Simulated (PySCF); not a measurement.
# NMR problem set

[PySCF 2.14: shielding tensors at PBE0/pcSseg-1 (GIAO); geometry from GFN2-xTB; rapidly exchanging positions averaged; no solvent; one computed conformer; non-relativistic Hamiltonian]

Shifts are taken against calculated references (same method and geometry level): ¹H (σ = 31.72 ppm), ¹³C (σ = 186.93 ppm) vs TMS. Where no couplings were computed, multiplicities follow the n + 1 count of equivalent neighbours, and m marks all less simple cases (inequivalent or close neighbours, rings, F or P nearby). Shifts are as computed. Against solution values, carbons near 30 ppm lie about +3 ppm off and those near 130 ppm about +5 ppm; carbons on Cl a further +6 ppm. Of 1211 compounds with measured shifts, 218 miss one by over three times the rms of a fit or turn the order of signals round; such compounds aren't used in these exercises. Carbons bonded to Cl come out too deshielded. OH and NH positions are gas-phase values without hydrogen bonding to other molecules.

Question: C7H13NOSi. ¹H NMR (500 MHz, computed): δ 6.87 (m, 1H), 6.39 (d, 1H), 5.35 (d, 2H), 1.53 (s, 9H). ¹³C{¹H} NMR (computed): δ 161.2 (CH), 123.8 (CH), 123.8 (C), 74.7 (C), 31.7 (CH3). Identify the compound.

Answer: SMILES CC(C)(C)O[SiH2]/C=C\C#N. Rings plus π bonds: 3 (no ring in the answer). 5 carbon signals for 7 carbons: some carbons are equivalent by symmetry or fast rotation. Carbon types of the structure: 2 × C, 2 × CH, 3 × CH3, leaving 2 H on heteroatoms. δC 161.2, 123.8: alkene CH; as expected for a trigonal carbon in a double bond. δC 123.8: nitrile carbon; C≡N carbons fall here, among the sp2 signals but without a proton. δC 74.7: fully substituted sp3 carbon bonded to O; the inductive effect lowers its shielding. δH 6.87, 6.39: hydrogen on an alkene CH; olefinic region.

The data come from this structure; uniqueness wasn't tested.

Question: C7H5ClN2. ¹H NMR (400 MHz, computed): δ 9.32 (br s, 1H), 8.13 (d, 1H), 7.72 (m, 1H), 7.57 (m, 1H), 7.56 (m, 1H). ¹³C{¹H} NMR (computed): δ 145.5 (C), 144.7 (C), 132.4 (CH), 126.9 (C), 126.1 (CH), 125.7 (CH), 113.3 (CH). Give a structure.

Answer: SMILES Clc1n[nH]c2ccccc12. The formula gives 6 degrees of unsaturation (2 rings in the answer). 7 carbon signals for 7 carbons: no two carbons are equivalent. Carbon types of the structure: 3 × C, 4 × CH, leaving 1 H on heteroatoms. δC 145.5, 126.9: ring-fusion aromatic carbon. δC 144.7: aromatic carbon bearing chlorine. δC 132.4, 126.1, 125.7, 113.3: aromatic CH. δH 9.32: hydrogen on a pyrrole-type ring nitrogen; exchangeable; this is the value without hydrogen bonding to other molecules.

The shifts were computed for this structure.
